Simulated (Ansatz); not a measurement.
`[CH3][GeH]([CH3])[C]#N` → `[GeH3][CH2]N1C=C1`  (isomerisation)

Isolated molecules relaxed with PBE0-D4/def2-TZVP in Ansatz; ΔE leaves out vibrations. CCSD(T)/CBS adds triple-zeta CCSD(T) − MP2 to the extrapolated MP2 energy (def2 sets, frozen cores). DFT in def2-TZVPP. B3LYP here is the variant with VWN-RPA as its local correlation; programs differ in this. For Ge outer-core shells are correlated without core-valence functions, which leaves a few kJ/mol of doubt a bond. Scalar relativity is left out up to krypton. Each species was taken in one conformer, which may not be the lowest.

`[CH3][GeH]([CH3])[C]#N`:

Cartesian coordinates in Å:
```
C -0.303 -0.235 1.695
Ge 0.352 -0.435 -0.124
C -0.910 0.175 -1.471
C 1.924 0.690 -0.279
N 2.844 1.379 -0.365
H 0.464 -0.534 2.410
H -1.185 -0.860 1.842
H -0.572 0.805 1.882
H 0.850 -1.861 -0.404
H -1.179 1.215 -1.286
H -1.813 -0.435 -1.435
H -0.471 0.097 -2.465
```

`[GeH3][CH2]N1C=C1`:

```xyz
12

Ge   -0.776    0.259    1.705
C    -0.498    0.564   -0.219
N    -0.112   -0.694   -0.866
C     1.356   -0.905   -0.924
C     0.827   -0.511   -2.012
H    -1.144    1.582    2.401
H    -1.901   -0.762    1.930
H     0.522   -0.282    2.333
H     0.246    1.362   -0.361
H    -1.444    0.903   -0.651
H     2.144   -1.256   -0.282
H     0.780   -0.260   -3.055
```

```tsv
level	ΔE (kJ/mol)
B3LYP-D4	433.5
SCS-MP2/def2-QZVPP	455.7
MP2/CBS(def2)	447.5
CCSD/CBS(def2)	444.9
```

Problem. What does CCSD(T)/CBS give? (Best estimate.)

Solution. Computed: +439.1 kJ/mol. The listed levels differ from it by -5.6, 16.6, 8.4, 5.8 kJ/mol.

Largest T1 diagnostic among the species: 0.011.

In def2-TZVPP, CCSD(T) changes the Hartree–Fock value by −32.2 kJ/mol (the triples alone add −5.9 kJ/mol) and MP2 by −23.7 kJ/mol. The D4 term adds −3.3 kJ/mol with B3LYP and −1.5 kJ/mol with PBE0; it sums over pairs of atoms, weighted by their polarisabilities, and B3LYP, whose exchange is more repulsive, gets the larger term. From PBE to PBE0 (25 % exact exchange), in def2-TZVPP and without D4, ΔE moves by +11.4 kJ/mol.
